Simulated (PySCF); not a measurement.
Si(Cl)(Me)(OH)2 (CH₅ClO₂Si), SMILES C[Si](O)(O)Cl. Atoms are numbered in the order given.

```xyz
10

C      1.9592    -0.2778     0.1140
Si     0.1923     0.0808    -0.2996
O     -0.4128    -0.8459    -1.5358
O      0.0931     1.6748    -0.7155
Cl    -1.0060    -0.3221     1.3709
H      2.5924    -0.1369    -0.7762
H      2.3138     0.4010     0.9046
H      2.0751    -1.3138     0.4665
H     -1.0239    -1.5513    -1.2949
H     -0.7452     1.9791    -1.0838
```
Charge 0, spin multiplicity 1.

The structure is a stationary point at B3LYP-D3(BJ)/def2-SVP. The values are those of a single conformer.

Calculation: PBE/def2-TZVP (PySCF).

Atomic charges (e):

| atom | Löwdin | Mulliken | meta-Löwdin |
|---|---|---|---|
| C1 | -0.43 | -0.46 | -0.63 |
| Si2 | -0.36 | 0.60 | 1.27 |
| O3 | -0.09 | -0.47 | -0.73 |
| O4 | -0.08 | -0.47 | -0.72 |
| Cl5 | 0.19 | -0.26 | -0.33 |
| H6 | 0.14 | 0.14 | 0.15 |
| H7 | 0.14 | 0.14 | 0.15 |
| H8 | 0.14 | 0.14 | 0.14 |
| H9 | 0.18 | 0.32 | 0.36 |
| H10 | 0.18 | 0.32 | 0.35 |

Problem. Give the Mayer and Wiberg (Löwdin basis) orders of the bonds. (Estimate from the structure and the level; the computed values follow.)

Solution. 
| bond | Mayer | Wiberg |
|---|---|---|
| C1–Si2 | 1.01 | 1.21 |
| Si2–O3 | 1.26 | 1.67 |
| Si2–O4 | 1.28 | 1.70 |
| Si2–Cl5 | 1.12 | 1.72 |
| C1–H6 | 0.94 | 0.89 |
| C1–H7 | 0.94 | 0.89 |
| C1–H8 | 0.94 | 0.89 |
| O3–H9 | 0.87 | 1.01 |
| O4–H10 | 0.88 | 1.01 |
